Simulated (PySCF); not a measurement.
# Two-component Hartree-Fock for Al²⁺ (aluminium, charge +2)

Start: [Ne] 3s1; 3s1/2 filled at m_j = +1/2. Calculated with PySCF 2.14 in x2c-QZVPPall-2c: generalised Hartree-Fock with the X2C-1e Hamiltonian and a Gaussian nucleus; one run each with spin-orbit coupling (SO) switched off, then screened by Boettger's factors.

```json
{"spinor shell": "1s1/2", "electrons": "2", "ε, spin-free (eV)": "-1616.0", "ε, screened SO (eV)": "-1616.0", "weight of nominal j (screened SO)": "1.000", "rms radius, screened SO (bohr)": "0.139"}
{"spinor shell": "2s1/2", "electrons": "2", "ε, spin-free (eV)": "-154.32", "ε, screened SO (eV)": "-154.32", "weight of nominal j (screened SO)": "1.000", "rms radius, screened SO (bohr)": "0.675"}
{"spinor shell": "2p1/2", "electrons": "2", "ε, spin-free (eV)": "-107.84", "ε, screened SO (eV)": "-108.20", "weight of nominal j (screened SO)": "0.932", "rms radius, screened SO (bohr)": "0.671"}
{"spinor shell": "2p3/2", "electrons": "4", "ε, spin-free (eV)": "-107.84", "ε, screened SO (eV)": "-107.66", "weight of nominal j (screened SO)": "0.966", "rms radius, screened SO (bohr)": "0.672"}
{"spinor shell": "3s1/2", "electrons": "1", "ε, spin-free (eV)": "-28.110", "ε, screened SO (eV)": "-28.110", "weight of nominal j (screened SO)": "1.000", "rms radius, screened SO (bohr)": "2.38"}
```

```csv
quantity,spin-free,screened SO
E (hartree),-241.46662,-241.46671
M_J,1/2,1/2
⟨J²⟩,0.750,0.750
⟨L²⟩,0.000,0.000
⟨S²⟩,0.750,0.750
```

Each row is a mean over spinors that exchange with the open shell spreads, by up to 0.754 eV (2s1/2).

Without spin-orbit coupling the j labels of p, d and f shells carry no meaning; the spin-free column gives the mean over the occupied spinors of each nl shell.
